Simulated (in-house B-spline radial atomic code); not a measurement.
**Ionising Ru4+ with different functionals**

Computed with a radial B-spline atomic code at the basis-set limit: scalar-relativistic (spin-free X2C) Hamiltonian, Fermi nucleus of rms radius 4.4809 fm, spin-polarised at highest spin, spherical fractional occupations for the functionals, and exact exchange of hybrids averaged over the configuration. The ionisation energy is the difference of two self-consistent energies, [Kr] 4d4 → [Kr] 4d3, without Breit or QED terms; ε is the level of the shell that loses the electron (its least bound occupied spin orbital). There is no spin-orbit coupling in this Hamiltonian.

| method | rung | ΔSCF (eV) | -ε(4d) (eV) |
| --- | --- | --- | --- |
| PBE0 | global hybrid | 61.01 | 55.48 |
| B3LYP | global hybrid | 60.90 | 54.92 |
| TPSSh | global hybrid | 60.95 | 54.16 |
| BHandHLYP | global hybrid | ? | ? |
| r2SCAN0 | global hybrid | 61.22 | 55.75 |
| B97-1 | global hybrid | 60.74 | 54.85 |
| HSE06 | range-separated hybrid | ? | ? |
| wB97X | range-separated hybrid | 60.60 | 57.72 |
| CAM-B3LYP | range-separated hybrid | 60.84 | 56.81 |
| LC-wPBE | range-separated hybrid | 60.95 | 58.35 |

Q: What does BHandHLYP give?

A: ΔSCF 60.74 eV, and -ε(4d) = 57.31 eV.

Q: What does HSE06 give?

A: ΔSCF 60.99 eV, and -ε(4d) = 55.04 eV.

Q: Among the functionals, which spreads more, the ΔSCF values or the orbital energies?

A: The orbital energies: ΔSCF values span about 0.62 eV and the orbital energies 4.19 eV; here energy differences depend much less on the functional than eigenvalues do.

Q: How do they compare with the NIST value?

A: NIST lists 59 eV ± 1.9 (tabulated theory, ground level to ground level). Errors run from +1.60 to +2.22 eV; all lie within about twice that uncertainty, so the table can't rank the methods.
